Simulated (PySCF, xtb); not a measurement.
C3H3, SMILES [CH]1[CH][CH]1 (connectivity only; charge and spin as stated), neutral, multiplicity 2.

Harmonic wavenumbers (cm⁻¹) from GFN2-xTB (xtb) at its own minimum, in rising order: 598, 700, 725, 905, 908, 919, 952, 1280, 1704, 3001, 3203, 3229.

### Question
What does B3LYP-D3(BJ)/def2-TZVP in PySCF 2.14.0 give at its own minimum? (The exact figures need the calculation; the answer reports its results.)

### Answer
610, 692, 885, 917, 974, 983, 1040, 1236, 1663, 3063, 3244, 3288. Paired by order, the mean absolute difference is 55 cm⁻¹ and the zero-point energies are 25.9 and 26.6 kcal/mol.
